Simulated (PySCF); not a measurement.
# Electron correlation in Si⁺ (silicon, charge +1)

[Ne] 3s2 3p1, 2P determinant. Computed with PySCF 2.14 in aug-cc-pVDZ-DK (5s4p2d, 27 functions), with the spin-free X2C one-electron Hamiltonian (Gaussian nucleus). Frozen: [Ne]; 3 electrons correlated.

MP2 pair energies summed by pair of shells (mhartree):

```csv
pair,energy,share (%)
3s-3s,-20.37,58.1
3s-3p,-14.68,41.9
```

Total MP2 correlation energy: -35.05 mhartree.

Same-spin part -2.26 and opposite-spin part -32.79 mhartree; SCS-MP2 scales them by 1/3 and 6/5 to -40.11 mhartree.

```json
{"level": "CCSD", "correlation energy (mhartree)": "-53.44"}
{"level": "(T)", "correlation energy (mhartree)": "-0.68"}
{"level": "CCSD(T)", "correlation energy (mhartree)": "-54.12"}
```

Diagnostics: T1 = 0.013, D1 = 0.0299, largest double amplitude 0.107.

Cost of the coupled-cluster step: 0.13 s of wall time on 1 thread of Neoverse-V2 (shared host), for 3 correlated electrons.
